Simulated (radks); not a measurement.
Dynamic dipole polarisability and lines of neutral magnesium, [Ne] 3s2. Code: a radial shooting solver on a logarithmic mesh with Libxc functionals. Model: non-relativistic Kohn-Sham, PBE, spin-unpolarised, spherical densities, point nucleus. Time-dependent linear response with the Hartree and adiabatic LDA kernel, continuum included through the Sternheimer equations. Lines are the poles of the dipole polarisability below minus the highest occupied eigenvalue, found on a grid refined at the orbital gaps; the lowest seven at most are given, and weak or close lines can be missed. The first line takes the name of the lowest orbital gap if no other gap lies below it; otherwise a line is named after a gap within 0.6 % of it, if that gap stands alone.

photon energy (eV),alpha (bohr^3)
0,72.69
0.077,72.71
0.540,73.86
1.003,76.88
1.466,82.29
1.928,91.16
2.391,105.8
2.854,132.0
3.317,187.9
3.780,381.1
4.243,-1442

Lines (eV, oscillator strength): 4.155 (298.4 nm, 3s-3p), f = 1.46. Higher lines, where found, are left out when the end of the mesh affects them. Those listed give 86 % of the static polarisability (sum of f/w^2). Orbital energy gaps for comparison: 3s-3p 3.362 eV. At laser wavelengths: 1550 nm 75.30, 1064 nm 78.47, 780 nm 84.26, 532 nm 103.4, 355 nm 229.6 bohr^3. Measured terms reached by dipole lines (averaged over J; NIST Handbook of Basic Atomic Spectroscopic Data, eV): 3s-3p 4.346; 3s-4p 6.118; 3s-5p 6.783; 3s-6p 7.094; those above the model threshold have no computed partner.
